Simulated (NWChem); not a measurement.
CH$_{3}$FZn; SMILES [CH3][Zn][F]

Results from NWChem. Pople sets run with spherical d functions. Each level has its own optimisation; frequencies are unscaled.

```tsv
level	r F–Zn (Å)	r C–Zn (Å)	r C–H (Å)	highest harmonic frequency (cm⁻¹)	lowest (cm⁻¹)	zero-point energy (kcal/mol)	dipole (D)
Hartree-Fock/3-21G	1.712	1.904	1.086	3245	70	24.8	2.12
Hartree-Fock/6-31G*	1.734	1.950	1.086	3262	125	24.8	2.35
LDA (Slater exchange, VWN5)/def2-SVP	1.721	1.877	1.110	3097	145	22.9	2.42
PBE0/def2-SVP	1.747	1.921	1.101	3173	139	23.5	2.50
```
